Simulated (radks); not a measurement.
Q: These are the eigenvalues of the occupied orbitals of an atom or ion with whole-number occupations (eV). All-electron calculation, scalar-relativistic Kohn-Sham, LB94 model potential, spin-polarised, spherical densities, finite nucleus; Fermi nuclear charge, rms radius of each element as measured or else 0.836 A^(1/3) + 0.57 fm. Program: a radial shooting solver on a logarithmic mesh with Libxc functionals.

orbital  eigenvalue
1s down   -51953.32
1s up     -51953.20
2s up     -9942.928
2s down   -9942.519
2p up     -9040.117
2p down   -9039.978
3s up     -3364.124
3s down   -3360.403
3p up     -3083.504
3p down   -3079.754
3d up     -2727.359
3d down   -2723.603

Which element is it, and in what charge state? The configuration may be excited. Open shells, if any, are filled with parallel spins first.

A: Z = 64, gadolinium, charge +37: Gd37+ in [Ar] 3d9. The list shows which subshells hold electrons but not how many an open one holds; the 1s level, -1909.2 hartree, gives Z - s = 61.8 by -(Z - s)^2/2, which with screening and relativity narrows Z to a few neighbours, and the depths of the outer levels then fix element, charge and occupations together.
